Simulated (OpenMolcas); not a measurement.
Ag4+.

| Item | Value |
| --- | --- |
| Program | OpenMolcas 26.06 |
| Method | CASSCF |
| Basis | ANO-RCC-VTZP [7s6p4d2f1g] |
| Scalar Hamiltonian | DKH2, point nucleus |
| Active space | 7 electrons in 5 orbitals (4d) |
| State averaging | 2S+1 = 4 even, 10 roots; 2S+1 = 2 even, 40 roots kept (CI in the orbitals of an earlier block) |
| Spin-orbit coupling | RASSI with atomic mean-field integrals over the reference wave functions, term energies averaged over their components |

Levels without dynamic correlation, in cm-1 above 4d7 4F 9/2:

```tsv
Level	E
4d7 2G 9/2	19417
4d7 4P 3/2 [66 %]	18355
4d7 2H 11/2	25826
4d7 2D 5/2(1)	28426
4d7 2P 1/2	29125
4d7 2F 5/2	42297
```

On this reference, MS-CASPT2, IPEA 0.25 Eh, imaginary shift 0.1 Eh (closed shells correlated: 4s 4p) puts 4d7 2G 9/2 at 17610 cm-1.

Problem. Estimate the other levels at that method by one scale factor, and say how well it serves.

Solution. The factor is 17610 / 19417 = 0.907. Scaled values beside those that MS-CASPT2 gives and measured ones (the list in Gamrath, thesis, University of Mons (2023)):
| Level | Scaled | MS-CASPT2 | Miss (%) | Measured |
| --- | --- | --- | --- | --- |
| 4d7 4P 3/2 [66 %] | 16648 | 14920 | +11.6 | 14204 |
| 4d7 2H 11/2 | 23424 | 23800 | -1.6 | 22532 |
| 4d7 2D 5/2(1) | 25782 | 25080 | +2.8 | 24361 |
| 4d7 2P 1/2 | 26416 | 24960 | +5.8 | 24599 |
| 4d7 2F 5/2 | 38363 | 36170 | +6.1 | 34635 |
For these levels the scaled values miss MS-CASPT2 by up to 11.6 %, as correlation changes each term by its own factor, spin-orbit parts do not scale and CASPT2 has its own spread within terms. This holds within one configuration; levels of others move differently, and the target method has errors of its own against measurement.

Term energies are means over components that CASPT2 splits; among the terms shown or strongly mixed into the levels shown the widest spread is 760 cm-1 (4d7 4F, MS-CASPT2). Terms from blocks run as CI alone lack orbitals of their own. Without dynamic correlation excited terms often stand tens of per cent too high (terms of higher spin than the ground term too low), and those without a measured partner can miss by more than the paired ones (holds for CASSCF). Measured partners are found by configuration, term and J. A level has none where our copy of the source lacks it or the pairing is in doubt (some pairs that miss far off the trend of their configuration count as doubtful), and it then counts in no deviation. Levels of configurations outside the active space are missing.

A share in square brackets marks a mixed level and gives the weight of the term that names it, the lowest over the columns. A number in round brackets counts repeated terms of one configuration in the order of the reference energies.
